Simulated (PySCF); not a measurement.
## Correlation energy of Co (cobalt, neutral)

[Ar] 3d7 4s2, high-spin 4F determinant. Calculation: PySCF 2.14, in ANO-RCC-VTZP (6s5p3d2f1g, 59 functions); scalar relativity by spin-free X2C-1e. Frozen: [Ne]; 17 electrons correlated.

```csv
level,correlation energy (mhartree)
CCSD,-520.99
(T),-13.85
CCSD(T),-534.84
```

Diagnostics: T1 = 0.014, D1 = 0.0589, largest double amplitude 0.110.

Cost of the coupled-cluster step: roughly 30 core-seconds, for 17 correlated electrons.

Iterations:

```
CC2 = 0
CCSD nocc = (np.int64(10), np.int64(7)), nmo = (54, 54)
frozen orbitals [[0, 1, 2, 3, 4], [0, 1, 2, 3, 4]]
max_cycle = 100
direct = 0
conv_tol = 1e-08
conv_tol_normt = 1e-06
diis_space = 8
diis_start_cycle = 0
Init t2, MP2 energy = -0.534323650251199
Init E_corr(UCCSD) = -0.534323650264828
cycle = 1  E_corr(UCCSD) = -0.503023204328963  dE = 0.0313004459  norm(t1,t2) = 0.0926231
cycle = 2  E_corr(UCCSD) = -0.521156486611351  dE = -0.0181332823  norm(t1,t2) = 0.0351274
cycle = 3  E_corr(UCCSD) = -0.5192367168411  dE = 0.00191976977  norm(t1,t2) = 0.0159782
cycle = 4  E_corr(UCCSD) = -0.520725403634891  dE = -0.00148868679  norm(t1,t2) = 0.00682763
cycle = 5  E_corr(UCCSD) = -0.521013776672041  dE = -0.000288373037  norm(t1,t2) = 0.00152758
cycle = 6  E_corr(UCCSD) = -0.520991771365104  dE = 2.20053069e-05  norm(t1,t2) = 0.000739086
cycle = 7  E_corr(UCCSD) = -0.520969365328474  dE = 2.24060366e-05  norm(t1,t2) = 0.000370409
cycle = 8  E_corr(UCCSD) = -0.520991628431982  dE = -2.22631035e-05  norm(t1,t2) = 0.000161674
cycle = 9  E_corr(UCCSD) = -0.520992862665407  dE = -1.23423342e-06  norm(t1,t2) = 6.57449e-05
cycle = 10  E_corr(UCCSD) = -0.52098822883391  dE = 4.6338315e-06  norm(t1,t2) = 3.03076e-05
cycle = 11  E_corr(UCCSD) = -0.520989341466996  dE = -1.11263309e-06  norm(t1,t2) = 1.39958e-05
cycle = 12  E_corr(UCCSD) = -0.520989645916053  dE = -3.04449057e-07  norm(t1,t2) = 6.31573e-06
cycle = 13  E_corr(UCCSD) = -0.520989285131341  dE = 3.60784713e-07  norm(t1,t2) = 3.32041e-06
cycle = 14  E_corr(UCCSD) = -0.520989458148281  dE = -1.73016941e-07  norm(t1,t2) = 1.32979e-06
cycle = 15  E_corr(UCCSD) = -0.52098941487118  dE = 4.3277101e-08  norm(t1,t2) = 6.55889e-07
cycle = 16  E_corr(UCCSD) = -0.520989402042269  dE = 1.28289113e-08  norm(t1,t2) = 2.3372e-07
cycle = 17  E_corr(UCCSD) = -0.520989415591264  dE = -1.3548995e-08  norm(t1,t2) = 9.03235e-08
cycle = 18  E_corr(UCCSD) = -0.520989415022646  dE = 5.68618264e-10  norm(t1,t2) = 3.81036e-08
UCCSD converged
E(UCCSD) = -1392.39513402435  E_corr = -0.520989415022646
UCCSD(T) correction = -0.0138508169792195
```
